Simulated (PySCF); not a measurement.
**NMR problem set**

- GFN2-xTB geometry
- NMR shieldings at PBE0/pcSseg-1/GIAO
- program: PySCF 2.14
- single conformer, no solvent model, one averaged value for each set of equivalent atoms, relativity neglected

References, each an isolated molecule treated in the same way: ¹H, ¹³C vs TMS. Splittings of carbon signals by F and P are missing where no couplings were computed. Where no couplings were computed, multiplicities follow the n + 1 count of equivalent neighbours, and m marks all less simple cases (inequivalent or close neighbours, rings, F or P nearby). Shifts are as computed. Against solution values, carbons near 30 ppm lie about +3 ppm off and those near 130 ppm about +5 ppm. Of 1211 compounds with measured shifts, 218 miss one by over three times the rms of a fit or turn the order of signals round; such compounds aren't used in these exercises.

**Question.** C$_{5}$H$_{12}$FNSi$_{2}$. ¹H NMR (400 MHz, computed): δ 5.90 (m, 1H), 5.20 (m, 2H), 4.98 (s, 3H), 4.46 (m, 1H), 1.65 (m, 1H), 0.91 (m, 2H), 0.37 (m, 2H). ¹³C{¹H} NMR (computed): δ 131.8 (CH), 131.3 (CH), 14.6 (CH), 10.8 (CH2). What is it?

**Answer.** `F[SiH2]N([SiH3])/C=C\C1CC1`. The formula gives 2 degrees of unsaturation (1 ring in the answer). 4 carbon signals for 5 carbons: some carbons are equivalent by symmetry or fast rotation. Carbon types of the structure: 3 × CH, 2 × CH2, leaving 5 H on heteroatoms. δC 131.8: alkene carbon bearing nitrogen; the olefinic region. δC 131.3: β carbon of an enol-ether or enamine type C=C. δC 14.6, 10.8: three-membered-ring carbon; carbons of three-membered rings are unusually shielded. δH 5.90: hydrogen on an alkene carbon bearing nitrogen; a vinylic proton, deshielded by the sp2 carbon and the C=C anisotropy.

The data come from this structure; uniqueness wasn't tested.

**Question.** C$_{3}$H$_{10}$OSi$_{2}$. ¹H NMR (600 MHz, computed): δ 5.21 (d, 2H), 5.09 (s, 3H), 0.70 (m, 2H), 0.46 (m, 2H), -0.51 (m, 1H). ¹³C{¹H} NMR (computed): δ 2.5, -0.8. Identify the compound.

**Answer.** SMILES [SiH3]O[SiH2]C1CC1. The formula gives 1 degree of unsaturation (1 ring in the answer). 2 carbon signals for 3 carbons: some carbons are equivalent by symmetry or fast rotation. Carbon types of the structure: 1 × CH, 2 × CH2, leaving 5 H on heteroatoms. δC 2.5, -0.8: three-membered-ring carbon; carbons of three-membered rings are unusually shielded. δH 5.21: hydrogen on a silicon bonded to C, O. δH 5.09: hydrogen on a silicon bonded to O. δH 0.70, 0.46, -0.51: hydrogen on a three-membered-ring carbon; cyclopropane-type protons are shielded by the ring.

This is the structure that produced the data.
